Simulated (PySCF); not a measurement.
From computed data to an observable: entropy of an ideal gas

OZn, SMILES [O]=[Zn].

The structure is a stationary point at PBE0-D3(BJ)/def2-TZVPD.

PBE0-D3(BJ)/def2-TZVPD run with PySCF gives the harmonic wavenumbers 749 cm⁻¹ and the rotational temperature 0.6524 K. The molar mass is 81.38 g/mol, the symmetry number 1, the spin multiplicity 1.

**Question.** Work out the entropy at 298.15 K and 1 atm in the rigid-rotor, harmonic-oscillator model.

**Answer.** 
Translation (Sackur–Tetrode at 1 atm): S = R[1.5 ln M + 2.5 ln T − 1.16487] = 163.6 J/(mol K).
Rotation: q = T/(σ θ) = 457, S = R[ln q + 1] = 59.2 J/(mol K).
Vibration: with u = 1.4388 ν/T, each mode gives R[u/(e^u − 1) − ln(1 − e^−u)]:
```json
[
 {"ν (cm⁻¹)": "749", "modes": "1", "u": "3.61", "S (J/(mol K))": "1.06"}
]
```
These are all the modes. Sum 1.1 J/(mol K).
Spin: R ln 1 = 0.0 J/(mol K).
Total 223.9 J/(mol K); the program's own thermochemistry gives 223.9. Translation makes up 73 % and vibration 0 %. Anharmonicity, hindered rotation and orbital degeneracy are left out.
